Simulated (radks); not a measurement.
Values are calculated unless marked as measured or tabulated.
The potassium anion K-, [Ar] 4s2, held by a Watson sphere: a shell of charge +0.86 at radius R that stands for the Madelung well of a crystal (potential energy -0.86/R inside, -0.86/r outside, in hartree with lengths in bohr). Code: a radial shooting solver on a logarithmic mesh with Libxc functionals. Model: scalar-relativistic Kohn-Sham, LB94 model potential, spin-unpolarised, spherical densities, finite nucleus; Fermi nuclear charge, rms radius of each element as measured or else 0.836 A^(1/3) + 0.57 fm. Response by self-consistent Sternheimer equations with the Hartree and adiabatic LDA kernel, the relativistic mass of each level held fixed and spin-orbit coupling left out. The sphere does not respond.

| R (bohr) | e(3s) (eV) | e(3p) (eV) | e(4s) (eV) | <r> 4s (bohr) | sum of <r^2> (bohr^2) | X-ray form factor at sin(theta)/lambda = 0.2 1/angstrom | alpha (bohr^3) |
|---|---|---|---|---|---|---|---|
| 3.09 | -40.092 | -23.844 | -5.213 | 4.213 | 60.59 | 13.691 | 181.2 |
| 3.9 | -39.235 | -22.982 | -4.881 | 4.436 | 65.03 | 13.700 | 221.0 |
| 4.5 | -38.864 | -22.608 | -4.617 | 4.600 | 68.54 | 13.710 | 257.4 |
| 4.73 | -38.753 | -22.496 | -4.518 | 4.659 | 69.87 | 13.713 | 272.3 |
| 4.9 | -38.678 | -22.420 | -4.446 | 4.701 | 70.83 | 13.715 | 283.6 |
